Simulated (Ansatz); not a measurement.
Reaction (formal loss of a carbene): `CB(O)CN` → `[CH2]` (triplet) + `CB(N)O`

Program: Ansatz. Geometries: PBE0-D4/def2-TZVP. ΔE: electronic, gas phase. CCSD(T)/CBS adds triple-zeta CCSD(T) − MP2 to the extrapolated MP2 energy (def2 sets, frozen cores). This one scheme is used for every species. Functionals use def2-TZVPP. B3LYP here is the variant with VWN-RPA as its local correlation; programs differ in this. Triplets are unrestricted, without spin–orbit coupling. One conformer a species, not always the lowest.

Q: Is it downhill or uphill in electronic energy at CCSD(T)/CBS, and by how much? (Best estimate.)

A: Computed: Uphill: ΔE = +67.4 kcal/mol.

Q: What do these levels give: r2SCAN-D4, ωB97X-V, r2SCAN, PBE0, B3LYP, SCS-MP2/def2-TZVPP, CCSD/def2-TZVPP, CCSD(T)/def2-TZVPP, HF/def2-QZVPP, MP2/def2-QZVPP, HF/CBS(def2), CCSD/CBS(def2)? (Estimate.)

A: The calculation gave: r2SCAN-D4 61.8, ωB97X-V 70.8, r2SCAN 61.4, PBE0 66.0, B3LYP 63.2, SCS-MP2/def2-TZVPP 67.5, CCSD/def2-TZVPP 62.2, CCSD(T)/def2-TZVPP 64.9, HF/def2-QZVPP 31.3, MP2/def2-QZVPP 68.3, HF/CBS(def2) 31.3, CCSD/CBS(def2) 64.7 kcal/mol.

Largest T1 diagnostic among the species: 0.011.

From PBE to PBE0 (25 % exact exchange), in def2-TZVPP and without D4, ΔE moves by −2.5 kcal/mol. In def2-TZVPP, CCSD(T) changes the Hartree–Fock value by +33.6 kcal/mol (the triples alone add +2.8 kcal/mol) and MP2 by +35.5 kcal/mol.
